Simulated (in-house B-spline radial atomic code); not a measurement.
How numerical settings move a run on I3+, [Kr] 4d10 5s2 5p2. Computed with a B-spline radial code for spherical atoms: non-relativistic Hartree-Fock, average of configuration, point nucleus.

Command:
```bash
python run_scf.py task.json out
```
Settings of the sound reference run:
```
Z                53
electrons        50
configuration    [Kr] 4d10 5s2 5p2
hamiltonian      nr
method           hf
spin_polarised   False
knot_spacing     0.22
spline_order     8
gauss_points     12
box_radius       16.22
max_iterations   70
damping          0.5
damped_steps     3
diis_vectors     10
tolerance        1e-08
start            Thomas-Fermi
```

Cost of the run: 0.11 s on 1 thread of Arm Neoverse V1 (shared host).

It converges in 10 iterations to -6915.862792 hartree, with 5p at -38.7448 eV. The other runs change the listed settings, some to values that make no sense; their results aren't properties of the atom or ion. Radii are in bohr (the nuclear one in fm), a minus after a letter asks for a j subshell, and «unchanged» means within 1e-8 hartree. The run stops when the residual is below 10 × tolerance × max(1, Z/10), or a noise floor if that is larger, and the energy moves by less than 1e-8 × √|E| hartree; so very loose and very tight tolerances often act alike.

```tsv
changed settings	outcome
diis_vectors = 2	converged in 12 iterations, energy unchanged, 5p level +2.9e-06 eV
electrons = 55, configuration = [Kr] 4d10 5s2 5p7, max_iterations = 75	stopped with error: shell 5p holds at most 6 electrons
diis_vectors = 1	converged in 21 iterations, energy unchanged, 5p level -4.6e-06 eV
spline_order = 5, gauss_points = 3, max_iterations = 100, diis_vectors = 0	converged in 24 iterations, energy -7.48e-04 hartree from the reference, 5p level -6.2e-05 eV
max_iterations = 5	not converged after 5 iterations, last residual 1.2e-02, last energy +3.83e-03 hartree from the reference
max_iterations = 3	not converged after 3 iterations, last residual 9.9e-02, last energy +2.60e-01 hartree from the reference
start = bare nucleus	converged in 11 iterations, energy unchanged, 5p level -2.8e-07 eV
max_iterations = 8	not converged after 8 iterations, last residual 4.0e-05, last energy +2.36e-08 hartree from the reference
hamiltonian = dirac, spin_polarised = True, nucleus = fermi, rms_radius = 4.75, mass_number = 127, atomic_mass = 126.9045, speed_of_light = 137.036	stopped with error: spin polarisation is not served with the Dirac Hamiltonian
diis_vectors = 0	converged in 24 iterations, energy unchanged, 5p level +4.2e-06 eV
spline_order = 5, max_iterations = 2	not converged after 2 iterations, last residual 3.9e-01, last energy +3.57e+00 hartree from the reference
max_iterations = 2	not converged after 2 iterations, last residual 4.0e-01, last energy +3.57e+00 hartree from the reference
```

(1) What happens with gauss_points = 4, max_iterations = 50, tolerance = 1e-10?

(2) What happens with knot_spacing = 2, spline_order = 4, max_iterations = 100, damping = 0.8, start = bare nucleus?

(3) What happens with max_iterations = 100, damped_steps = 8, start = bare nucleus?

(4) What happens with max_iterations = 12?

## Answers

(1) Converged in 11 iterations, energy -8.41e-07 hartree from the reference, 5p level +4.2e-07 eV.

(2) Converged in 9 iterations, energy +1.35e+03 hartree from the reference, 5p level +1.3e+01 eV.

(3) Converged in 15 iterations, energy unchanged, 5p level +8.2e-07 eV.

(4) Converged in 10 iterations, energy unchanged.
